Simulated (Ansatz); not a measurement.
A run for Ansatz (a quantum-chemistry and plane-wave program): R-CCSD(T)/aug-cc-pV(T+d)Z on Cl2 (SMILES ClCl). Files ending in .json are basis or fitting sets from the Basis Set Exchange.

Ansatz 0.2 input:
```yaml
crystal:
  periodic: [false, false, false]
  atoms:
    - {symbol: Cl, position_ang: [-0.36555834, 0.49030713, 4.01704265]}
    - {symbol: Cl, position_ang: [0.04587924, -1.16416521, 2.94616492]}
basis:
  gaussian:
    orbitals: aug-cc-pV_T+d_Z.json
magnetization: {spin_polarized: false}
correlation: {method: ccsd_t, electrons: outside_noble_gas}
scf: {lower_state_search: off}
```

It printed:

```
WARN ansatz: RAYON_NUM_THREADS=1 ignored (pool sized by the plan → 1); use --threads N
Functional definition: HF
these checks for a lower state are left out or cut short: stability, starts, cluster_reference, orbital_swaps, neighbouring_geometries, increment
integrals: 0.14 GiB planned
647 factors; integrals over basis functions are off by at most 5.9e-4 eV
mean field: 0.21 GiB planned
mean field evaluation 1: about -25006.7042 eV, gradient 1.4e1 eV
mean field evaluation 2: about -25006.8258 eV, gradient 1.4e1 eV
mean field evaluation 4: about -25007.3040 eV, gradient 1.1e0 eV
mean field evaluation 8: about -25007.3140 eV, gradient 6.1e-6 eV
mean field -25007.31398142 eV, -919.0018382511 hartree, gradient 1.1e-6 eV, S^2 0.000000; 0 other end points of the search recorded, 0 dependent functions left out
10 core orbitals not correlated
reference -25007.31398142 eV, -919.0018382511 hartree; 7, 7 occupied and 93, 93 virtual orbitals, 647 factors
second order -10.57098869 eV of doubles, -0.00000000 eV of singles
coupled cluster: 0.28 GiB planned
cycle   1  -11.15737557 eV  change   -5.9e-1 eV  update   6.4e-2
cycle   2  -11.43245037 eV  change   -2.8e-1 eV  update   2.0e-2
cycle   3  -11.46934753 eV  change   -3.7e-2 eV  update   7.2e-3
cycle   4  -11.46576605 eV  change    3.6e-3 eV  update   1.8e-3
cycle   5  -11.46572974 eV  change    3.6e-5 eV  update   5.0e-4
cycle   6  -11.46569267 eV  change    3.7e-5 eV  update   1.9e-4
cycle   7  -11.46569061 eV  change    2.1e-6 eV  update   6.0e-5
cycle   8  -11.46571453 eV  change   -2.4e-5 eV  update   2.0e-5
cycle   9  -11.46571526 eV  change   -7.3e-7 eV  update   5.5e-6
perturbative correction -0.53547512 eV, -0.0196783475 hartree
Total energy: -25019.31517180 eV, -919.4428738626 hartree
Checks for a lower state left out: stability, starts, cluster_reference, orbital_swaps, neighbouring_geometries, increment
```

Self-consistency was reached.

Cost: around 3 core-seconds (rough).
